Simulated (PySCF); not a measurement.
# Broadened absorption spectrum of C4H7F2NO

Species: C4H7F2NO.
Z-matrix (Å and degrees, GFN2-xTB geometry), rows numbered from 1:
```
C 
C   1  1.4961
N   2  1.2566  1  128.06
C   2  1.5157  1  115.44  3   178.71
O   4  1.4270  2  111.74  1   -64.44
C   5  1.3465  4  114.78  2   -63.28
F   6  1.3416  5  108.88  4  -153.63
F   6  1.3629  5  111.62  4    90.44
H   1  1.0885  2  109.61  3  -129.38
H   1  1.0878  2  111.20  3    -8.17
H   1  1.0895  2  109.41  3   112.49
H   3  1.0179  2  115.40  1    -0.66
H   4  1.0961  2  109.20  1   173.44
H   4  1.0912  2  110.91  1    51.78
H   6  1.1063  5  114.57  4   -31.24
```

Method used: PySCF 2.14.0, density-fitted response routines, TDDFT PBE0/def2-SVPD, vertical, gas phase, core orbitals frozen in the response.

Computed states:

| state | E (eV) | f |
| --- | --- | --- |
| S1 | 5.21 | 0.0026 |
| S2 | 7.17 | 0.0021 |
| S3 | 7.23 | 0.047 |
| S4 | 7.95 | 0.045 |
| S5 | 8.11 | 0.0084 |
| S6 | 8.17 | 0.076 |

Each state is given a Gaussian of 0.4 eV full width at half maximum, with ε(max) = 2.175×10⁸ f / Δν̃ (Δν̃ the width in cm⁻¹). The width is an assumption, not a result. The curve ends short of the highest state used, and states not computed would add to its high-energy end.

(1) Give the broadened spectrum and its maxima.

(2) Coming from long wavelengths, where does ε first pass 100 L mol⁻¹ cm⁻¹?

(3) On this curve, what absorbance would a 10⁻⁴ mol/L sample give at 222 nm over a 1 cm path?

Results:

(1) 
(E (eV), ε (L mol⁻¹ cm⁻¹)): (4.61, 0), (4.71, 2), (4.81, 11), (4.92, 40), (5.02, 93), (5.12, 151), (5.22, 174), (5.32, 141), (5.43, 75), (5.53, 30), (5.63, 8), (5.73, 2), (5.83, 0), (5.94, 0), (6.04, 0), (6.14, 0), (6.24, 0), (6.34, 0), (6.44, 0), (6.55, 1), (6.65, 10), (6.75, 64), (6.85, 279), (6.95, 864), (7.06, 2016), (7.16, 3036), (7.26, 3242), (7.36, 2458), (7.46, 1360), (7.57, 702)

Maxima: 238 nm (5.21 eV), ε about 170, made up of S1 (100%); 172 nm (7.23 eV), ε about 3300, made up of S3 (96%) (ε in L mol⁻¹ cm⁻¹; maxima over ε = 5, shares over 10%).

(2) At about 246 nm (5.03 eV), 0.18 eV below S1.

(3) 222 nm is 5.585 eV, where ε is about 15 L mol⁻¹ cm⁻¹, so A = ε c l ≈ 0.0015 (Beer–Lambert, with the gas-phase spectrum and the assumed width).

One conformer stands for the species.
